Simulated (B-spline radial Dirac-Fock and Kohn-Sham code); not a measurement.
Photoelectron lines of K⁷⁺ at 2470 eV

System: K⁷⁺, [Ne] 3s2.

These are calculated numbers from an atomic code on a B-spline grid; the model is Dirac-Hartree-Slater photoionisation with all multipoles and Dirac-Fock thresholds. The asymmetry parameter β is from the dipole term alone. Kinetic energies are from the vacuum level.

```
  subshell  electrons  binding (eV)  kinetic (eV)  σ (kb)     β
   L1 (2s)          2         529.6        1940.4    10.9  2.00
L2 (2p1/2)          2         446.8        2023.2    3.92  1.10
L3 (2p3/2)          4         443.9        2026.1    7.58  1.10
   M1 (3s)          2         152.7        2317.3    1.80  2.00
```

Branching ratios of the spin-orbit partners (statistical value in brackets): 2p 1.94 (2.00).

Run: 2.7 s of CPU time on 1 thread of Neoverse-N1 (shared host), peak memory 0.28 GiB.
